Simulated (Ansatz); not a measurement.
`C[O][Cd][Cl]` and `C[O][Cd][F]` differ in one atom or group.

Ansatz, PBE0-D4/def2-TZVP geometries, multiplicity 1. Each molecule was computed in one conformer, which needn't be the lowest.

Elements past krypton have def2 core potentials.

```csv
property,`C[O][Cd][Cl]`
HOMO energy (PBE0/def2-TZVPP) / eV,-7.50
HOMO–LUMO gap (ωB97M-V/def2-TZVPP) / eV,9.85
HOMO–LUMO gap (PBE0/def2-TZVPP) / eV,5.70
HOMO energy (B3LYP/def2-TZVPP) / eV,-7.29
HOMO energy (ωB97M-V/def2-TZVPP) / eV,-9.88
size of the dipole moment (ωB97M-V/def2-TZVPP) / D,1.52
```

Problem. What does the change do to each property? (An estimate is asked.)

Solution. The calculation gave: 
```json
{"property": "HOMO energy (PBE0/def2-TZVPP) / eV", "`C[O][Cd][F]`": "-7.58", "shift": "-0.08"}
{"property": "HOMO–LUMO gap (ωB97M-V/def2-TZVPP) / eV", "`C[O][Cd][F]`": "9.87", "shift": "0.02"}
{"property": "HOMO–LUMO gap (PBE0/def2-TZVPP) / eV", "`C[O][Cd][F]`": "5.72", "shift": "0.02"}
{"property": "HOMO energy (B3LYP/def2-TZVPP) / eV", "`C[O][Cd][F]`": "-7.39", "shift": "-0.10"}
{"property": "HOMO energy (ωB97M-V/def2-TZVPP) / eV", "`C[O][Cd][F]`": "-9.96", "shift": "-0.08"}
{"property": "size of the dipole moment (ωB97M-V/def2-TZVPP) / D", "`C[O][Cd][F]`": "1.87", "shift": "0.35"}
```

Dipoles are sizes alone; their direction can turn.

B3LYP here is the variant with VWN-RPA as its local correlation; programs differ in this.
